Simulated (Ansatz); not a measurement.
Species: HSiOCl, charge 0, singlet. HSiOCl (SMILES O[Si]Cl).
B3LYP-D3(BJ)/def2-TZVP minimum from Ansatz (a quantum-chemistry and plane-wave program):
```
O
H 1 0.9643
Si 1 1.6530 2 115.88
Cl 3 2.0992 1 98.91 2 -180.00
```
Charge 0, spin multiplicity 1.

Atomisation energy term by term, kcal/mol (programs: Ansatz). UHF or UKS for unpaired electrons; spin-orbit terms are left out. Cores are frozen in correlated methods. Rows without X2C or -DK are non-relativistic. CBS(X,Y): correlation extrapolated as X^-3, Hartree-Fock from the larger set (Q,5: extrapolated as (X+1)exp(-9√X)). A bracket is a step between two methods taken in the basis named. 'core' is core correlation in cc-pwCVTZ (1s frozen past Ne), 'X2C' scalar relativity in cc-pVTZ-DK, both at CCSD(T). Where a partner has so few electrons that a lower coupled-cluster level is exact, that level stands in.

```csv
term,basis,kcal/mol
Hartree-Fock,"CBS(cc-pV(Q+d)Z,cc-pV(5+d)Z)",227.92
CCSD correlation,"CBS(cc-pV(Q+d)Z,cc-pV(5+d)Z)",99.33
(T),"CBS(cc-pV(Q+d)Z,cc-pV(5+d)Z)",8.90
CCSDT(Q) - CCSD(T),cc-pV(T+d)Z,0.07
core correlation,cc-pwCVTZ,0.78
scalar relativity,"X2C, cc-pVTZ-DK",-0.64
sum: De,,336.4
```

The step beyond CCSD(T) by other levels: CCSDT(Q) in cc-pV(D+d)Z 0.66 kcal/mol.
